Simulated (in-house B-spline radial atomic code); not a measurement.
## The vanadium ion V⁺: [Ar] 3d4

Method: non-relativistic M06-L, spin-polarised, spherical fractional occupations, point nucleus. Calculated with a radial B-spline atomic code at the basis-set limit.

Effective charges: Z_r = [3n² - l(l+1)]/(2<r>) from the radius, Z_e = n√(-2ε) from the energy, and Slater's rules. Values are occupation-weighted means over spin.

| shell | electrons | ε (eV) | <r> (bohr) | Z_r | Z_e | Slater |
| --- | --- | --- | --- | --- | --- | --- |
| 1s | 2 | -5347.5 | 0.06704 | 22.38 | 19.83 | 22.70 |
| 2s | 2 | -605.05 | 0.3093 | 19.40 | 13.34 | 18.85 |
| 2p | 6 | -508.19 | 0.2746 | 18.21 | 12.22 | 18.85 |
| 3s | 2 | -73.464 | 0.9636 | 14.01 | 6.97 | 11.75 |
| 3p | 6 | -46.876 | 1.037 | 12.06 | 5.57 | 11.75 |
| 3d | 4 | -9.254 | 1.464 | 7.17 | 2.47 | 3.95 |

The least bound orbital is 3d up at -9.254 eV, and it is also the most diffuse (<r> = 1.464 bohr).

The density falls to 0.001 bohr⁻³ at 3.499 bohr; Σ<r²> = 21.877 bohr² gives, by the non-relativistic formula and without the paramagnetism of open shells, a Langevin diamagnetic susceptibility of -17.33×10⁻⁶ cm³/mol.
